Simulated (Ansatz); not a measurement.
# Telling isomers of AlH2IMgO apart by their spectra

These gas-phase data were calculated for one isomer of AlH2IMgO at r2SCAN-D4/def2-SVP (harmonic, unscaled wavenumbers; equilibrium rotational constants with average atomic masses):

| Quantity | Value |
| --- | --- |
| rotational constants | 130.6, 0.4786, 0.4768 GHz |
| all wavenumbers above 1500 cm⁻¹ | 1921, 1919 |
| dipole moment | 0.30 D (PBE0/def2-TZVPD) |

Candidates:

(1) `[MgH][O][AlH][I]`, a singlet
(2) `[AlH2][O][Mg][I]`, a singlet

Question: Assign the data to one candidate and say why.

Answer: Candidate (2). 2 modes lie between 1700 and 2050 cm⁻¹, one for each Al–H bond, while (1) has 1.

The same quantities for all candidates:

```tsv
	rotational constants (GHz)	wavenumbers above 1500 cm⁻¹	dipole (D)	E above the lowest, r2SCAN-D4/def2-SVP (kcal/mol)
(1)	7.698, 0.7429, 0.6775	1967, 1654	2.11	9.1
(2)	130.6, 0.4786, 0.4768	1921, 1919	0.30	0.0
```

Each candidate is one conformer. Atoms past krypton carry core potentials. Programs: Ansatz 0.2.0.
